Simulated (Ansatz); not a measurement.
Ideal-gas functions of GeH3O3 (`[OH][Ge]([OH])[OH]`) radical at 800 K and 1 bar, from an Ansatz frequency run at PBE0-D4/def2-TZVP.

Molar mass 123.63 g/mol, point group C3 (symmetry number 3), electronic degeneracy 2, moments of inertia 85.98, 85.984, 145.533 u Å². Harmonic wavenumbers (cm⁻¹, unscaled): 89, 89, 141, 251, 251, 268, 677, 700, 700, 874, 889, 889, 3875, 3875, 3877.

Use S(trans) = R[1.5 ln M + 2.5 ln T − 1.1517]; rotational temperatures θ = 24.2544 K / I; S(rot) = R[ln(√π/σ · √(T³/θAθBθC)) + 1.5]; for each mode x = 1.438777 ν̃/T, S = R[x/(eˣ − 1) − ln(1 − e⁻ˣ)] and H = RT x/(eˣ − 1); 1 cm⁻¹ = 0.0119627 kJ/mol; R = 8.31446 J/(mol·K).

Question: By hand: the entropy, in J/(mol·K).

Answer: Translation 189.5. Rotation: θ = 0.2821, 0.2821, 0.1667 K, giving 109.4. Vibration, mode by mode: 23.56, 23.56, 19.74, 15.00, 15.00, 14.46, 7.17, 6.93, 6.93, 5.36, 5.25, 5.25, 0.06, 0.06, 0.06, in all 148.4. Electronic 5.8. Sum 453.1 J/(mol·K).

Question: By hand: H − E and G − E in kJ/mol, counted from the electronic energy.

Answer: Zero-point energy ½ × 17445 × 0.0119627 = 104.3; thermal vibration 52.1; translation, rotation and pV give 4 RT = 26.6. H − E = 183.0 kJ/mol, and G − E = 183.0 − 800 × 453.1/1000 = -179.5 kJ/mol.

Vibration gives 33 % of the entropy, 66.9 J/(mol·K) of it from the modes under 150 cm⁻¹: soft modes count most, and the harmonic formula is weakest for them. The sum counts one conformer and one mirror image; others add a mixing term.
